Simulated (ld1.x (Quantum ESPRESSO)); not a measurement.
**Which change was made? (C, RRKJ)**

```
Element                 : C
Generator               : ld1.x (Quantum ESPRESSO) 7.5
Type                    : norm-conserving RRKJ (Kleinman–Bylander form)
Functional              : LDA (PZ)
Relativity              : scalar-relativistic
Frozen core             : [He]
Valence charge          : 4
Reference configuration : 2s1.5 2p2.5
Partial waves           : 2p (bound): rc 2.20 bohr; 3d channel at -0.15 Ry: rc 1.80 bohr; 2s (bound): rc 1.00 bohr
Local potential         : the s channel
Core correction         : a·sin(br)/r model core inside 0.75 bohr
rho0                    : 0.001
```

Cutoffs, loose and tight: the cutoffs (Ry, on a coarse ladder) from which the occupation-weighted sum of valence levels, in a spherical-Bessel basis at the reference potential, stays within 10 and 1 mRy of its value at 400 Ry. They do not see the model core or the augmentation charge, which bear on the density cutoff. Test errors are all-electron minus pseudo excitation energies from the reference, over the configurations 2s2 2p2; 2s2 2p1; 2s2 2p0; 2s1 2p2; 2s1 2p3; 2s2 2p2.3; 2s2 2p1.5 (two spin-polarised tests are not counted in the largest error); variants that change the core or the reference have their own tests.

The base gives: outcome: generated; cutoff, loose: 35 Ry; cutoff, tight: 90 Ry; bound ghosts: none; largest test error (meV): +589.

Task: After one change the result is: outcome: generated; cutoff, loose: 60 Ry; cutoff, tight: 120 Ry; bound ghosts: none; largest test error (meV): +335. Which change was it?
A. all radii but the core radius scaled by about 0.86 (s 0.86, p 1.90, d 1.56 bohr)
B. all radii but the core radius scaled by about 0.76 (s 0.76, p 1.66, d 1.36 bohr)
C. all radii but the core radius scaled by about 1.11 (s 1.12, p 2.44, d 2.00 bohr)
D. all radii but the core radius scaled by about 1.30 (s 1.30, p 2.84, d 2.34 bohr)

Result: A. The others give: all radii but the core radius scaled by about 1.11 (s 1.12, p 2.44, d 2.00 bohr) → outcome: generated; cutoff, loose: 35 Ry; cutoff, tight: 90 Ry; bound ghosts: none; largest test error (meV): +862 | all radii but the core radius scaled by about 1.30 (s 1.30, p 2.84, d 2.34 bohr) → outcome: generated; cutoff, loose: 30 Ry; cutoff, tight: 70 Ry; bound ghosts: none; largest test error (meV): +1476 | all radii but the core radius scaled by about 0.76 (s 0.76, p 1.66, d 1.36 bohr) → outcome: generated; cutoff, loose: 110 Ry; cutoff, tight: 260 Ry; bound ghosts: none; largest test error (meV): +229.
